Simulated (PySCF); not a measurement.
# Excitation energy of S⁺ by level of theory

S⁺ [Ne] 3s2 3p3 (4S) → S⁺ [Ne] 3s2 3p2 4s1 (4P), as a difference of total energies. Computed with PySCF 2.14 in x2c-QZVPPall with one added diffuse shell each of s, p, d, f type (10s7p5d3f1g, 86 functions), with the spin-free X2C one-electron Hamiltonian (Gaussian nucleus). Correlated levels: valence: [Ne] frozen. The calculations carry no spin-orbit coupling.

| method | excitation energy (eV) |
| --- | --- |
| UHF | 13.367 |
| MP2 (valence) | 13.681 |
| SCS-MP2 (valence) | 13.591 |
| CCSD (valence) | 13.595 |
| CCSD(T) (valence) | 13.607 |

**Question.** How much does correlation contribute at CCSD(T) (valence)?

**Answer.** 13.607 − (13.367) = 0.240 eV, measured against UHF.

Errors of the correlated levels include the incompleteness of this basis and the frozen core.

For comparison: 13.639 eV (measured; NIST levels, between the centres of gravity of the two terms).
